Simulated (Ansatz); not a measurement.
Total energies of Al2O6H6 (the lowest singlet isomer of a short search) from Ansatz at PBE0-D4/def2-TZVP, gas phase (1 Eh = 27.2114 eV = 2625.5 kJ/mol). The reference geometry is relaxed at r2SCAN-D4/def2-SVP.

```xyz
14

Al    0.876    0.329    0.710
Al   -1.178   -0.895   -0.802
O    -2.598   -1.410    0.000
O     1.001    0.536    2.392
O     2.013    0.900   -0.456
O    -0.347    1.790   -1.353
O     0.199   -1.343    0.398
O    -0.605    0.826   -0.300
H     0.634    1.679   -1.423
H     2.963    1.006   -0.391
H     1.281    1.324    2.861
H     0.098   -2.024    1.075
H    -3.466   -1.523   -0.392
H    -0.873   -1.195   -2.320
```

| state | geometry | energy (Eh) |
| --- | --- | --- |
| charge 0 singlet | reference | -939.59595 |
| charge 1 doublet | reference | -939.22287 |
| charge 1 doublet | relaxed at r2SCAN-D4/def2-SVP | -939.27090 |
| free Al atom (doublet) | – | -242.24894 |
| free O atom (triplet) | – | -75.01860 |
| free H atom (doublet) | – | -0.50104 |

The structure holds one bond between oxygen atoms, so isomers without such links may lie far lower.

Question: Work out the vertical ionisation energy to the doublet.

Answer: E(charge 1 doublet) − E(charge 0 singlet) = -939.22287 − (-939.59595) = 0.37308 Eh = 10.15 eV. For comparison, −ε of the highest occupied level is 8.17 eV at this level, 1.98 eV less.

Question: How much does the charge 1 doublet relax, and what is the adiabatic ionisation energy?

Answer: Relaxation: -939.22287 − (-939.27090) = 0.04803 Eh = 1.31 eV. Adiabatic ionisation energy: 0.32505 Eh = 8.85 eV, without zero-point energy. Bonds change on the way (1 lost, 1 formed), so the relaxed form is another species. 

Question: What is the binding energy per atom against free atoms?

Answer: Atoms: 2 × (-242.24894) + 6 × (-75.01860) + 6 × (-0.50104) = -937.61572 Eh. Binding: -937.61572 − (-939.59595) = 1.98023 Eh = 53.88 eV, or 3.85 eV for each of 14 atoms (no zero-point energy, no counterpoise term).

The structure comes from a short search, and lower isomers may exist.
